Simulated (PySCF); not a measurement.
Unknown compound

The spectra below were simulated for a compound C6H6F2.

1H NMR (500 MHz, computed): δ 6.52 (m, 1H), 6.43 (m, 1H), 5.97 (m, 1H), 5.71 (m, 1H), 3.22 (m, 1H), 2.93 (m, 1H).

13C{1H} NMR (computed): δ 167.8, 141.2, 132.5, 115.5, 84.0, 31.7.

A single conformation, non-relativistic Hamiltonian, no solvent model. σ from GIAO-PBE0/pcSseg-1; structure optimised with GFN2-xTB; PySCF.

δ = σ(ref) − σ, references computed at the same level: TMS for 1H, 13C.

Propose a structure and justify it.

Results:


Rings plus π bonds: 3 (1 ring in the answer). 6 carbon signals for 6 carbons: no two carbons are equivalent. Carbon types of the structure: 1 × C, 4 × CH, 1 × CH2, which accounts for all hydrogens. δC 167.8: fully substituted alkene carbon. δC 141.2, 132.5, 115.5: alkene CH; the olefinic region. δC 84.0: allylic sp3 CH bonded to F; pulled downfield by the heteroatom. δC 31.7: allylic sp3 CH2; aliphatic region, no heteroatom directly attached. δH 6.52, 6.43, 5.97: hydrogen on an alkene CH; olefinic region. δH 5.71: hydrogen on an allylic sp3 CH bonded to F; its carbon carries F, which withdraws density. δH 3.22, 2.93: hydrogen on an allylic sp3 CH2.

These data were computed for SMILES C1=C(F)[C@@H](F)C=CC1.

The data come from this structure; uniqueness wasn't tested.

Splittings by 19F in the carbon and heteronuclear signals aren't shown, as no couplings were computed. Shifts are as computed. Against solution values, carbons near 30 ppm lie about +3 ppm off and those near 130 ppm about +5 ppm. Of 1211 compounds with measured shifts, 218 miss one by over three times the rms of a fit or turn the order of signals round; such compounds aren't used in these exercises. Multiplicities follow the n + 1 count of equivalent neighbours, as no J values were calculated; m marks all less simple cases, F and P coupling included.
